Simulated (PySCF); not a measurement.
Bonding in `O=[S@]1C=CCCC1`

Species: C5H8OS.
Numbering: `[O:1]=[S@:2]1[CH:3]=[CH:4][CH2:5][CH2:6][CH2:7]1` (hydrogens: H8 on C3; H9 on C4; H10, H11 on C5; H12, H13 on C6; H14, H15 on C7)

Structure used (PBE0-D3(BJ)/def2-SVP), in Å, numbered top down from 1:
```xyz
15
C5H8OS angstrom
O      0.871    2.667   -0.063
S      0.734    1.460    0.819
C     -0.909    0.791    0.525
C     -1.216   -0.492    0.311
C     -0.246   -1.630    0.257
C      1.181   -1.247    0.634
C      1.609    0.072    0.015
H     -1.663    1.584    0.542
H     -2.269   -0.740    0.136
H     -0.271   -2.050   -0.766
H     -0.606   -2.445    0.908
H      1.878   -2.044    0.334
H      1.265   -1.168    1.733
H      2.679    0.285    0.152
H      1.364    0.162   -1.055
```

Bond orders from the PBE0/pcSseg-1 density (PySCF). One conformer (not necessarily the lowest) at the PBE0-D3(BJ)/def2-SVP geometry, without solvent, vibrations or thermal averaging.

Question: How far do the computed orders between heavy atoms stray from the drawn ones?

Answer: The largest departure is 0.484, at O1–S2 (drawn double, 1.516). Drawn double or triple, more than 0.30 short of the drawn order: O1–S2 (1.516).

Question: Set the Mayer orders of the bonds beside their lengths.

Answer: 
```csv
bond,drawn as,length (Å),Mayer order
O1–S2,double,1.502,1.516
S2–C3,single,1.798,0.894
C3–C4,double,1.336,1.870
C4–C5,single,1.497,1.042
C5–C6,single,1.525,1.036
C6–C7,single,1.518,1.001
C7–S2,single,1.827,0.888
C3–H8,single,1.094,0.932
C4–H9,single,1.097,0.948
C5–H10,single,1.106,0.926
C5–H11,single,1.103,0.938
C6–H12,single,1.101,0.942
C6–H13,single,1.104,0.940
C7–H14,single,1.099,0.943
C7–H15,single,1.102,0.926
```

By pair of heavy elements: C–S: all 2 within 0.02 of one another (0.888 to 0.894). C–C: lowest C6–C7 (1.001, 1.518 Å), highest C3–C4 (1.870, 1.336 Å); in 1 of the 6 pairs the longer bond (by over 0.003 Å) has the higher order (by 0.02 or more).

Question: Sum the orders of all bonds at each heavy atom with more than one neighbour and set the sums beside the valence in the SMILES.

Answer: S2 3.298 (drawn 4), C3 3.696 (drawn 4), C4 3.860 (drawn 4), C5 3.942 (drawn 4), C6 3.919 (drawn 4), C7 3.758 (drawn 4). Orders between atoms that aren't bonded are not in these sums.

For a closed shell the Mayer order of atoms A and B is Σ (PS)μν (PS)νμ over the basis functions μ on A and ν on B, with P the density and S the overlap matrix.
